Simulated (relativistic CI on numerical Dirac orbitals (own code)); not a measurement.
Line list: Electric-dipole lines, Pt5+

Method of calculation: Dirac-Coulomb-Breit CI, KLI orbitals optimised for each configuration, a model potential for QED, valence Slater integrals scaled by 0.85, P86 correlation energy added to each configuration (own radial code, finite nucleus).

CI space (outside the closed core [Kr] 4d10 4f14): 5s2 5p6 5d5, 5s2 5p6 5d4 6s, 5s2 5p6 5d4 5f, 5s2 5p6 5d4 6p, 5s2 5p6 5d3 6s2, 5s2 5p6 5d4 5g, 5s2 5p5 5d6, 5s2 5p6 5d4 6d, 5s2 5p6 5d4 7s, 5s2 5p6 5d3 6s 6p, 5s2 5p6 5d4 7p, 5s2 5p6 5d4 6f, 5s2 5p6 5d4 7d, 5s2 5p4 5d7, 5s 5p6 5d6. Levels of other configurations are missing.

```tsv
λ vac (Å)	Lower	Upper	A (s⁻¹)	log gf	S velocity/length
435.24	5s2 5p6 5d5 6S_5/2 [1]	5s2 5p6 5d4 6p 6D°_5/2 [116]	2.46e+09	-0.38	0.70
444.34	5s2 5p6 5d5 2I_11/2 [14]	5s2 5p6 5d4 6p 4G°_11/2 [193]	2.38e+09	-0.07	0.69
444.69	5s2 5p6 5d5 4G_11/2 [6]	5s2 5p6 5d4 6p 4F°_9/2 [158]	3.26e+09	-0.01	0.63
446.39	5s2 5p6 5d5 4D_7/2 [9]	5s2 5p6 5d4 6p 4P°_5/2 [172]	7.03e+09	0.10	0.66
446.70	5s2 5p6 5d5 6S_5/2 [1]	5s2 5p6 5d4 6p 6P°_3/2 [110]	6.47e+09	-0.11	0.67
447.15	5s2 5p6 5d5 4G_9/2 [7]	5s2 5p6 5d4 6p 4F°_9/2 [158]	3.67e+09	0.04	0.66
448.99	5s2 5p6 5d5 4G_5/2 [5]	5s2 5p6 5d4 6p 4D°_5/2 [152]	2.92e+09	-0.28	0.65
449.48	5s2 5p6 5d5 4G_11/2 [6]	5s2 5p6 5d4 6p 4I°_11/2 [151]	2.43e+09	-0.05	0.66
451.47	5s2 5p6 5d5 2I_13/2 [18]	5s2 5p6 5d4 6p 2H°_11/2 [196]	1.14e+10	0.62	0.65
453.05	5s2 5p6 5d5 4G_7/2 [4]	5s2 5p6 5d4 6p 4G°_5/2 [143]	3.46e+09	-0.19	0.61
453.16	5s2 5p6 5d5 2G_9/2 [16]	5s2 5p6 5d4 6p 2F°_7/2 [188]	6.46e+09	0.20	0.64
453.95	5s2 5p6 5d5 2I_11/2 [14]	5s2 5p6 5d4 6p 2H°_9/2 [181]	8.55e+09	0.42	0.65
454.48	5s2 5p6 5d5 4G_5/2 [5]	5s2 5p6 5d4 6p 4P°_5/2 [147]	3.22e+09	-0.22	0.61
455.93	5s2 5p6 5d5 2I_11/2 [14]	5s2 5p6 5d4 6p 2H°_9/2 [177]	3.29e+09	0.01	0.61
455.94	5s2 5p6 5d5 4G_11/2 [6]	5s2 5p6 5d4 6p 4F°_9/2 [146]	8.49e+09	0.42	0.65
456.73	5s2 5p6 5d5 6S_5/2 [1]	5s2 5p6 5d4 6p 6P°_7/2 [108]	6.20e+09	0.19	0.62
457.64	5s2 5p6 5d5 4G_7/2 [4]	5s2 5p6 5d4 6p 4D°_5/2 [140]	3.91e+09	-0.13	0.61
458.84	5s2 5p6 5d5 4G_9/2 [7]	5s2 5p6 5d4 6p 4D°_7/2 [145]	6.03e+09	0.18	0.63
459.01	5s2 5p6 5d5 4G_5/2 [2]	5s2 5p6 5d4 6p 2D°_3/2 [124]	1.07e+10	0.13	0.62
459.41	5s2 5p6 5d5 2I_11/2 [14]	5s2 5p6 5d4 6p 2I°_11/2 [171]	5.31e+09	0.30	0.65
460.57	5s2 5p6 5d5 4G_5/2 [2]	5s2 5p6 5d4 6p 4G°_5/2 [121]	5.73e+09	0.04	0.61
460.96	5s2 5p6 5d5 4G_9/2 [7]	5s2 5p6 5d4 6p 4F°_7/2 [142]	3.54e+09	-0.04	0.61
461.37	5s2 5p6 5d5 6S_5/2 [1]	5s2 5p6 5d4 6p 6P°_5/2 [107]	5.02e+09	-0.02	0.61
462.25	5s2 5p6 5d5 4G_7/2 [4]	5s2 5p6 5d4 6p 2F°_7/2 [137]	2.22e+09	-0.24	0.61
462.61	5s2 5p6 5d5 2F_7/2 [13]	5s2 5p6 5d4 6p 2F°_7/2 [164]	4.56e+09	0.07	0.62
463.34	5s2 5p6 5d5 4D_7/2 [9]	5s2 5p6 5d4 6p 4F°_9/2 [150]	3.79e+09	0.09	0.64
463.65	5s2 5p6 5d5 2I_13/2 [18]	5s2 5p6 5d4 6p 2I°_13/2 [179]	6.81e+09	0.49	0.65
464.42	5s2 5p6 5d5 4P_3/2 [3]	5s2 5p6 5d4 6p 4P°_5/2 [135]	2.50e+09	-0.32	0.64
467.31	5s2 5p6 5d5 4G_7/2 [4]	5s2 5p6 5d4 6p 4F°_5/2 [132]	2.93e+09	-0.24	0.62
469.17	5s2 5p6 5d5 4P_3/2 [3]	5s2 5p6 5d4 6p 4P°_1/2 [130]	9.07e+09	-0.22	0.59
469.47	5s2 5p6 5d5 4G_5/2 [5]	5s2 5p6 5d4 6p 4F°_7/2 [134]	2.38e+09	-0.20	0.62
470.14	5s2 5p6 5d5 4G_5/2 [2]	5s2 5p6 5d4 6p 4H°_7/2 [115]	2.01e+09	-0.27	0.59
470.16	5s2 5p6 5d5 4G_11/2 [6]	5s2 5p6 5d4 6p 4G°_11/2 [133]	5.11e+09	0.31	0.60
479.41	5s2 5p6 5d5 4G_7/2 [4]	5s2 5p6 5d4 6p 4H°_9/2 [120]	2.15e+09	-0.13	0.60
479.84	5s2 5p6 5d5 4G_11/2 [6]	5s2 5p6 5d4 6p 2I°_13/2 [123]	1.34e+09	-0.19	0.61
480.64	5s2 5p6 5d5 4G_5/2 [2]	5s2 5p6 5d4 6p 4H°_7/2 [111]	1.72e+09	-0.32	0.61
941.77	5s2 5p6 5d4 6s 6D_5/2 [40]	5s2 5p6 5d4 6p 6D°_7/2 [122]	2.49e+09	0.42	0.93
949.95	5s2 5p6 5d4 6s 6D_7/2 [41]	5s2 5p6 5d4 6p 6F°_9/2 [128]	2.22e+09	0.48	0.94
957.12	5s2 5p6 5d4 6s 6D_9/2 [42]	5s2 5p6 5d4 6p 4G°_11/2 [133]	1.21e+09	0.30	0.94
961.06	5s2 5p6 5d4 6s 4H_11/2 [49]	5s2 5p6 5d4 6p 4I°_13/2 [169]	2.67e+09	0.71	0.97
972.64	5s2 5p6 5d4 6s 4H_13/2 [55]	5s2 5p6 5d4 6p 4I°_15/2 [176]	3.41e+09	0.89	0.98
974.94	5s2 5p6 5d4 6s 6D_9/2 [42]	5s2 5p6 5d4 6p 6F°_11/2 [129]	2.05e+09	0.54	0.97
1028.1	5s2 5p6 5d4 6s 2I_11/2 [61]	5s2 5p6 5d4 6p 2I°_13/2 [179]	1.31e+09	0.46	0.98
1185.5	5s2 5p6 5d4 6s 6D_9/2 [42]	5s2 5p6 5d4 6p 6P°_7/2 [108]	1.21e+09	0.31	0.82
1258.8	5s2 5p6 5d4 6s 4H_13/2 [55]	5s2 5p6 5d4 6p 2I°_13/2 [123]	7.71e+08	0.41	0.92
```

Terms are leading LS components. Brackets give the number of a level in order of energy, since labels repeat. The list gives strong lines, with weight on those to low levels, among the lowest 200 of 2892 levels, so that lines to higher ones, which can be the strongest, are missing. Levels whose partners in the same complex of configurations lie outside the list can be far off, and so can their lines. Rates are taken at the computed energies, electric ones in the length gauge. A velocity-to-length ratio far from 1 marks an uncertain rate.

At this charge configurations can still be misplaced by up to about 7 % of their energy. Levels and lines within the n = 5 or 6 shells can be off by up to 10 % or somewhat more, and those that change n by about 2 %, since core polarisation is missing.

LS names give the leading component of a level, which can be under half, so a name can repeat, a term be missing and a line seem to break the LS rules.
